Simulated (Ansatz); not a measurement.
**Pulling the pair apart**

The pair of Li⁺ (SMILES [Li+], atom 1) and H₂O (SMILES O, atoms 2–4), both closed shells, in one local arrangement (a lower one may exist), relaxed at PBE0-D4/def2-TZVP:

Li1  (0.001, -0.084, -1.659)
O2  (0.000, 0.008, 0.165)
H3  (0.165, 0.787, 0.709)
H4  (-0.166, -0.712, 0.785)
(Å)

H₂O is shifted rigidly along the line between the mean atom positions of the two fragments (negative: closer). Counterpoise interaction energies in kJ/mol. Program: Ansatz 0.2.0. Basis: def2-TZVPPD. Cores are frozen in the correlated methods. The outer core shell of Li, Na, Mg and K is correlated.

```
shift (Å)  PBE-D4  PBE0-D4      HF
    -0.18  -128.6   -133.7  -134.3
    -0.09  -139.8   -144.1  -145.0
     0.00  -143.4   -146.9  -147.9
     0.09  -142.2   -145.0  -146.0
     0.22  -135.7   -137.8  -138.6
     0.46  -118.3   -119.2  -119.4
     0.91   -85.6    -85.7   -84.6
     1.83   -45.0    -45.5   -45.6
```

(1) What does CCSD(T) give at these shifts? (An estimate is asked for; the value comes from the calculation.)

T1 diagnostic: at most 0.009.

Answers

(1) By the calculation: -122.9, -134.6, -138.6, -137.6, -131.4, -113.9, -80.9, -43.1 kJ/mol. For zero shift, CCSD(T) at an estimated basis limit (MP2 extrapolated from triple and quadruple zeta, plus CCSD(T) − MP2 in triple zeta) gives -142.9 kJ/mol. These are counterpoise interaction energies, counted from the two frozen fragments.

For scale, one of the runs: CCSD(T)/def2-TZVPPD, 96 basis functions, launched by `ansatz run in.yaml --threads 2 --pin off --events-out ev --progress --plain --max-ram 5222MiB`. Hardware: 2 CPU threads of an Intel Xeon 6975P-C, shared host. Wall time about 1.1 s.
